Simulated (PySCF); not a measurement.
## Ionisation energy of Kr⁺ by level of theory

Kr⁺ [Ar] 3d10 4s2 4p5 (2P) → Kr²⁺ [Ar] 3d10 4s2 4p4 (3P), as a difference of total energies. Calculation: PySCF 2.14, in x2c-TZVPPall (6s5p4d1f, 48 functions); the spin-free X2C one-electron Hamiltonian (Gaussian nucleus). Correlated levels: valence: [Ar] 3d10 frozen; valence and next inner shell: [Ne] frozen. The calculations carry no spin-orbit coupling.

```
                                method  ionisation energy (eV)
                                   UHF                  23.252
                                   LDA                  24.632
                                   PBE                  24.326
                                  PBE0                  24.366
                                r2SCAN                  24.450
                               r2SCAN0                  24.436
                               wB97M-V                  24.291
                                  PW91                  24.414
                                M06-2X                  24.182
                                  ROHF                  23.267
                         MP2 (valence)                  24.075
                     SCS-MP2 (valence)                  24.072
    MP2 (valence and next inner shell)                  24.133
SCS-MP2 (valence and next inner shell)                  24.108
```

Task: How much does correlation contribute at MP2 (valence and next inner shell)?

Result: 24.133 − (23.252) = 0.881 eV, measured against UHF.

A first-order spin-orbit estimate (lowest level to lowest level, LS coupling) adds -0.024 eV.

Errors of the correlated levels include the incompleteness of this basis and the frozen core.

For comparison: 24.360 eV (measured; NIST Atomic Spectra Database, ionization energies).
